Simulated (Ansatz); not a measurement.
Cost and result up the ladder for MnHg7Te7Br2 (17 atoms). The state is a sextet with charge 0. Geometry: r2SCAN-D4/def2-SVP.

Cartesian coordinates in Å:
```
Br -2.3557 3.2037 3.4313
Br 0.1020 -4.1163 0.9908
Hg 2.8241 -0.8497 -2.5722
Hg -0.1070 3.7175 2.4351
Hg 2.2920 -2.1637 0.4989
Hg -1.2292 -1.6537 1.5598
Hg -0.8945 0.3627 -2.1894
Hg 0.3691 -3.2487 -2.0225
Hg -2.9303 1.1674 0.9141
Mn 1.0448 2.0122 -0.1545
Te 1.7927 1.5654 -2.8498
Te 3.1710 -3.4698 -1.8297
Te 2.2047 4.0022 1.2230
Te -3.8281 -1.0829 2.0657
Te -2.0090 -2.1169 -2.3944
Te -1.6275 2.7503 -0.8740
Te 1.1807 -0.0798 1.7679
```

Ansatz on 2 threads of AMD EPYC 7R13 on a shared host and a share (18 GiB) of an NVIDIA H100 80GB HBM3. Times are rough, and most runs start from the orbitals of an earlier one. PBE0-D4/def2-SVP serves as the yardstick here, not as an exact answer. Differences are given only for rows in sets of like size (and for xTB, whose basis is part of the method), since another set adds its own error. Binding counts from free atoms at the same level (Br doublet, Hg singlet, Mn sextet, Te triplet; other spins of the atoms weren't run), without zero-point energy or a counterpoise term.

In the def2 sets Hg, Te take a core potential; there is no spin–orbit coupling. B3LYP takes the VWN-RPA correlation. Single mean-field runs in def2-SVP, def2-mTZVP are fitted with def2-universal-jkfit. No other spin state of charge 0 was run.

```
                        level  functions  wall time  binding energy per atom (eV)  difference from PBE0-D4/def2-SVP (eV)
            B3LYP-D4/def2-SVP        501       11 s                          1.39                                  -0.12
           r2SCAN-D4/def2-SVP        501       14 s                          1.50                                   0.00
         r2SCAN-D4/def2-mTZVP        609       14 s                          1.57                                      –
PBE-D4/def2-SVP (with forces)        501       16 s                          1.57                                   0.07
             PBE0-D4/def2-SVP        501       19 s                          1.50                                   0.00
```
